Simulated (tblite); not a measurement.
Isomers of C4H8FNSi2. Level: GFN2-xTB in tblite, geometry and Hessian alike; calculated harmonic values, unscaled, isolated species. The method is semi-empirical: single wavenumbers can be off by several per cent or more. Modes of hydrogen on silicon can be 10 to 20 % off. One conformer each.

Electronic energies: GFN2-xTB at the same geometries; isomer energies are rough at this level and their order can be wrong.

```
                            SMILES  electronic energy, lowest = 0 (kJ/mol)
    N#C[C@@H]1[SiH2][SiH2]C[C@H]1F                                     0.0
        N#C[Si@@H]1[SiH2]CC[C@H]1F                                    64.8
 C[C@@H]1[SiH2][C@@H](F)[Si@H]1C#N                                   143.6
C[C@@H]1[SiH2][C@@H](F)[Si@@H]1C#N                                   139.3
```

Q: How do GFN2-xTB zero-point energies change the relative energies?

A: 
```
                            SMILES  ZPE (kJ/mol)  of it from modes above 1550 cm⁻¹  electronic (kJ/mol)  with ZPE, lowest = 0 (kJ/mol)  lowest mode (cm⁻¹)  rings
    N#C[C@@H]1[SiH2][SiH2]C[C@H]1F         276.6                             138.6                  0.0                            0.0                  53      1
        N#C[Si@@H]1[SiH2]CC[C@H]1F         282.8                             142.6                 64.8                           71.0                  50      1
C[C@@H]1[SiH2][C@@H](F)[Si@@H]1C#N         278.3                             144.6                139.3                          141.1                  30      1
 C[C@@H]1[SiH2][C@@H](F)[Si@H]1C#N         278.5                             144.3                143.6                          145.5                  28      1
```

The zero-point energies span 6.2 kJ/mol, from `N#C[C@@H]1[SiH2][SiH2]C[C@H]1F` to `N#C[Si@@H]1[SiH2]CC[C@H]1F`. The order is unchanged.

Q: What do entropy and thermal enthalpy add at 298.15 K and 1 bar (rigid rotor, harmonic oscillator, one conformer each)?

A: 
```tsv
SMILES	point group	symmetry number	S (J/(mol K))	H − H(0) (kJ/mol)	ZPE + H − H(0) − TS (kJ/mol)
N#C[C@@H]1[SiH2][SiH2]C[C@H]1F	C1	1	403.0	28.35	184.8
N#C[Si@@H]1[SiH2]CC[C@H]1F	C1	1	413.3	29.25	188.8
C[C@@H]1[SiH2][C@@H](F)[Si@@H]1C#N	C1	1	429.4	31.16	181.4
C[C@@H]1[SiH2][C@@H](F)[Si@H]1C#N	C1	1	429.4	31.04	181.5
```
